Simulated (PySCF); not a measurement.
Work out the structure from these simulated measurements.

Formula: C5H3F5O.

- 13C NMR: chemical shifts (computed TMS as zero) by class: 178.4 (1 C), 129.4 (1 C), 123.6 (1 C), 106.8 (1 C), 74.9 (1 C) ppm [GIAO PBE0/pcSseg-1]
- NMR, other nuclei: isotropic shieldings of nuclei other than C and H, by class: 245 (1 O), 269 (3 F), 289 (1 F), 297 (1 F) ppm [GIAO PBE0/pcSseg-1]
- Rotational structure: rotational constants A, B, C: 2.053, 0.769, 0.742 GHz [GFN2-xTB]
- 1H NMR: chemical shifts (computed TMS as zero) by class: 5.63 (1 H), 5.17 (1 H), 4.93 (1 H) ppm [GIAO PBE0/pcSseg-1]
- Dipole: 2.90 D [PBE0/pcSseg-1]

Gas-phase values; electronic properties from PySCF, density fitting. Levels stand in brackets. Geometry: GFN2-xTB; no solvent, vibrations or thermal averaging. NMR classes are plain means over equivalent atoms (diastereotopic ones count apart unless rotation or inversion swaps them), as if these changed places fast.

Question: Give a SMILES that accounts for the data.

Answer: Numbering: `[F:1][C:2]1=[CH:3][C@:4]([F:5])([C:6]([F:7])([F:8])[F:9])[O:10][CH2:11]1`. Its formula, C5H3F5O, gives 2 degrees of unsaturation: 1 ring and 1 π bond in the structure found. 5 carbons fall into 5 classes; from least to most shielded: vinylic C–F carbon [C2] (178.4 ppm), CF3 carbon [C6] (129.4 ppm), sp3 C–F carbon [C4] (123.6 ppm), alkene CH carbon [C3] (106.8 ppm), ring sp3 carbon bound to oxygen [C11] (74.9 ppm). Hydrogen classes from least to most shielded: 1 H on an alkene CH carbon, C3 (5.63 ppm), 1 H on an sp3 carbon bound to oxygen, C11 (5.17 ppm), 1 H on an sp3 carbon bound to oxygen, C11 (4.93 ppm). The other shieldings belong to: 245 ppm, cyclic ether oxygen [O10]; 269 ppm, fluorine of a CF3 group [F7/F8/F9]; 289 ppm, alkyl fluorine [F5]; 297 ppm, vinyl fluorine [F1]. The optimised geometry has point group C1 and is an asymmetric top. Structure: `FC1=C[C@](F)(C(F)(F)F)OC1`. The assignments are read from this structure; whether some other isomer fits the data as well wasn't checked. The mirror image fits equally.

The values belong to the conformer `[F:1][C:2]1=[CH:3][C@:4]([F:5])([C:6]([F:7])([F:8])[F:9])[O:10][CH2:11]1`: C3–C4–C6–F7 58°.
